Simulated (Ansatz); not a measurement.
The same ligand exchange along the group B, Al, Ga, In.

Isolated molecules relaxed with PBE0-D4/def2-TZVP in Ansatz; ΔE leaves out vibrations. CCSD(T)/CBS is the MP2 limit (def2-TZVPP, def2-QZVPP) plus CCSD(T) − MP2 in def2-TZVPP, frozen cores. This one scheme is used for every species. DFT in def2-TZVPP. B3LYP here is the variant with VWN-RPA as its local correlation; programs differ in this. def2 core potentials past Kr. For Br, Ga, In outer-core shells are correlated without core-valence functions, which leaves a few kJ/mol of doubt a bond. Scalar relativity is left out up to krypton. One conformer a species, not always the lowest.

```csv
reaction,CCSD/CBS(def2) (kJ/mol),B3LYP-D4 (kJ/mol),PBE-D4 (kJ/mol),ωB97X-V (kJ/mol),CCSD(T)/CBS(def2) (kJ/mol)
`OB(O)F` + HBr → `OB(O)Br` + H–F,65,71,60,69,61
`[OH][Al]([OH])[F]` + HBr → `[OH][Al]([OH])[Br]` + H–F,19,24,16,21,17
`[OH][Ga]([OH])[F]` + HBr → `[OH][Ga]([OH])[Br]` + H–F,-51,-44,-47,-41,-51
`[OH][In]([OH])[F]` + HBr → `[OH][In]([OH])[Br]` + H–F,-86,-77,-76,-75,-85
```

Largest T1 diagnostic: 0.017, for `[OH][In]([OH])[F]`.
